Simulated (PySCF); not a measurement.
SMILES C(CO)[SiH3] (GFN2-xTB optimised geometry):

```
12

O      2.074    -1.112     0.000
C      0.664    -1.112     0.000
C      0.068     0.291     0.000
Si    -1.829     0.290    -0.112
H      2.382    -0.594     0.753
H      0.286    -1.678     0.864
H      0.381    -1.647    -0.908
H      0.493     0.846    -0.838
H      0.386     0.808     0.910
H     -2.293     1.678    -0.096
H     -2.382    -0.426     1.040
H     -2.249    -0.368    -1.349
```

Calculation: PySCF with PBE/def2-TZVP.

Problem. What are the frontier orbital energies and the dipole moment?

Solution. HOMO-2 -8.14 eV, HOMO-1 -7.49 eV, HOMO -6.20 eV, LUMO -0.27 eV, LUMO+1 0.35 eV; dipole moment 1.35 D.

Meta-Löwdin charges at PBE/def2-TZVP: O1 -0.52, C2 0.00, C3 -0.45, Si4 0.43, H5 0.33, H6 0.09, H7 0.12, H8 0.13, H9 0.12, H10 -0.08, H11 -0.08, H12 -0.08.
